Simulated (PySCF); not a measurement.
C4H10AlO2, doublet, at a GFN2-xTB geometry (such geometries of metal compounds can be far from the true shape) (the spin is typed, not shown lowest); CAMB3LYP/STO-3G in PySCF.

Input for PySCF:
```python
from pyscf import gto, scf, dft

mol = gto.M(
    atom='''
Al    0.067703   -0.002751    0.108264
O    -1.455115   -0.430798    0.620079
C    -2.728659   -0.765510    1.107870
C    -2.997874   -0.081654    2.440898
H    -3.476725   -0.456431    0.368677
H    -2.782615   -1.853843    1.225965
H    -2.941436    0.997768    2.320667
H    -3.986463   -0.349523    2.806104
H    -2.251882   -0.387993    3.170617
O     1.590312    0.149855   -0.542351
C     2.839146    0.282679   -1.170412
C     2.682751    0.784448   -2.598967
H     3.445958    0.986712   -0.589208
H     3.337179   -0.693696   -1.167682
H     2.186239    1.752083   -2.598877
H     3.657953    0.883104   -3.069885
H     2.077897    0.085344   -3.171963
''',
    basis='sto-3g',
    charge=0,
    spin=1,
    verbose=4,
)

mf = dft.UKS(mol)
mf.xc = 'camb3lyp'
mf.kernel()
mf.analyze()
```

### Question
Write the output that PySCF gives for this input, abridged.

### Answer

```
PySCF version 2.14.0

[INPUT] verbose = 4
[INPUT] num. atoms = 17
[INPUT] num. electrons = 63
[INPUT] charge = 0
[INPUT] spin (= nelec alpha-beta = 2S) = 1
[INPUT] symmetry False subgroup None
[INPUT] Mole.unit = angstrom
[INPUT] Symbol           X                Y                Z      unit          X                Y                Z       unit  Magmom
[...]
nuclear repulsion = 340.202419455809
number of shells = 33
number of NR pGTOs = 147
number of NR cGTOs = 49
basis = sto-3g
ecp = {}

******** <class 'pyscf.dft.uks.UKS'> ********
method = UKS
initial guess = minao
damping factor = 0
level_shift factor = 0
DIIS = <class 'pyscf.scf.diis.CDIIS'>
diis_start_cycle = 1
diis_space = 8
diis_damp = 0
SCF conv_tol = 1e-09
SCF conv_tol_grad = None
SCF max_cycles = 50
direct_scf = True
direct_scf_tol = 1e-13
number electrons alpha = 32  beta = 31
XC library pyscf.dft.libxc version 7.1.2
    S. Lehtola, C. Steigemann, M. J. T. Oliveira, and M. A. L. Marques,  SoftwareX 7, 1–5 (2018)
XC functionals = camb3lyp
    T. Yanai, D. P. Tew, and N. C. Handy,  Chem. Phys. Lett. 393, 51 (2004)
radial grids:
    Treutler-Ahlrichs [JCP 102, 346 (1995); DOI:10.1063/1.469408] (M4) radial grids

becke partition: Becke, JCP 88, 2547 (1988); DOI:10.1063/1.454033
pruning grids: <function nwchem_prune>
grids dens level: 3
symmetrized grids: False
atomic radii adjust function: <function treutler_atomic_radii_adjust>
small_rho_cutoff = 0
Set gradient conv threshold to 3.16228e-05
tot grids = 201896
init E= -544.788229737297

cycle= 1 E= -543.90523219484  delta_E= 0.883  |g|= 0.58  |ddm|= 3.69
cycle= 2 E= -543.887038238147  delta_E= 0.0182  |g|= 0.675  |ddm|= 1.64
cycle= 3 E= -544.157288401455  delta_E= -0.27  |g|= 0.0337  |ddm|= 0.843
cycle= 4 E= -544.158118644197  delta_E= -0.00083  |g|= 0.0148  |ddm|= 0.0813
cycle= 5 E= -544.158292531658  delta_E= -0.000174  |g|= 0.00265  |ddm|= 0.0262
cycle= 6 E= -544.158309806688  delta_E= -1.73e-05  |g|= 0.001  |ddm|= 0.0123
cycle= 7 E= -544.158313388065  delta_E= -3.58e-06  |g|= 0.000512  |ddm|= 0.00724
cycle= 8 E= -544.158313749061  delta_E= -3.61e-07  |g|= 0.000241  |ddm|= 0.00194
cycle= 9 E= -544.158313834864  delta_E= -8.58e-08  |g|= 3.14e-05  |ddm|= 0.00103
cycle= 10 E= -544.158313838442  delta_E= -3.58e-09  |g|= 1.02e-05  |ddm|= 0.000221
cycle= 11 E= -544.158313838783  delta_E= -3.41e-10  |g|= 3.98e-06  |ddm|= 6.69e-05
Extra cycle  E= -544.158313838805  delta_E= -2.21e-11  |g|= 2.59e-06  |ddm|= 1.33e-05
[...]
converged SCF energy = -544.158313838805  <S^2> = 0.75456618  2S+1 = 2.004561
Total Energy =                        -544.158313838804929
[...]
spin_pop of  10 C 1s        0.00000
spin_pop of  10 C 2s        0.01046
spin_pop of  10 C 2px       0.04603
spin_pop of  10 C 2py       0.00351
spin_pop of  10 C 2pz       0.01222
spin_pop of  11 C 1s        0.00000
spin_pop of  11 C 2s       -0.00094
spin_pop of  11 C 2px      -0.00092
spin_pop of  11 C 2py      -0.00063
spin_pop of  11 C 2pz      -0.00287
spin_pop of  12 H 1s       -0.00387
spin_pop of  13 H 1s       -0.00289
spin_pop of  14 H 1s        0.00067
spin_pop of  15 H 1s        0.00274
spin_pop of  16 H 1s        0.00064
 ** Mulliken Spin Density (per atom)  **
spin density of  0 Al =      0.71086
spin density of  1 O =      0.08256
spin density of  2 C =      0.07076
spin density of  3 C =     -0.00542
spin density of  4 H =     -0.00338
spin density of  5 H =     -0.00279
spin density of  6 H =      0.00065
spin density of  7 H =      0.00227
spin density of  8 H =      0.00064
spin density of  9 O =      0.07968
spin density of  10 C =      0.07223
spin density of  11 C =     -0.00537
spin density of  12 H =     -0.00387
spin density of  13 H =     -0.00289
spin density of  14 H =      0.00067
spin density of  15 H =      0.00274
spin density of  16 H =      0.00064
 ** Mulliken pop alpha/beta on meta-lowdin orthogonal AOs **
 ** Mulliken pop       alpha | beta **
In total            32.00000 | 31.00000
 ** Mulliken atomic charges   ( Nelec_alpha | Nelec_beta ) **
charge of  0Al =      0.52075  (     6.59506      5.88419 )
charge of  1O =     -0.29999  (     4.19128      4.10871 )
charge of  2C =      0.01012  (     3.03032      2.95956 )
charge of  3C =     -0.15660  (     3.07559      3.08101 )
charge of  4H =      0.02455  (     0.48604      0.48941 )
charge of  5H =      0.02361  (     0.48680      0.48959 )
charge of  6H =      0.04613  (     0.47726      0.47661 )
charge of  7H =      0.04642  (     0.47793      0.47565 )
charge of  8H =      0.04559  (     0.47753      0.47689 )
charge of  9O =     -0.29952  (     4.18960      4.10992 )
charge of  10C =      0.00964  (     3.03129      2.95906 )
charge of  11C =     -0.15707  (     3.07585      3.08122 )
charge of  12H =      0.02544  (     0.48535      0.48921 )
charge of  13H =      0.02363  (     0.48674      0.48963 )
charge of  14H =      0.04588  (     0.47739      0.47673 )
charge of  15H =      0.04670  (     0.47802      0.47528 )
charge of  16H =      0.04470  (     0.47797      0.47733 )
Dipole moment(X, Y, Z, Debye): -0.02838, -0.11611, -0.09617
```
